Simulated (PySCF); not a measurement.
Bi(Cl)(Me)2 (C2H6BiCl), SMILES [CH3][Bi]([CH3])[Cl]. Heavy atoms are numbered as in [Bi:1]([Cl:2])([CH3:3])[CH3:7]. Hydrogens are named by the atom that carries them.

The structure is a stationary point at B3LYP-D3(BJ)/def2-SVP. The structure was generated by enumeration; whether it is a known compound was not checked. The def2 effective core potentials stand for the cores of Bi; spin–orbit coupling is left out.

Level of theory: PBE0/def2-TZVP run with PySCF.

ESP charges are fitted to the potential on shells at 1.4 to 2.0 van der Waals radii. Atomic charges (e), one atom of each kind:

```csv
atom,ESP fit,Mulliken,Löwdin
Bi1,0.43,0.73,0.61
Cl2,-0.31,-0.42,-0.18
C3 (CH3),-0.51,-0.60,-0.55
H on C3,0.16,0.14,0.11
```
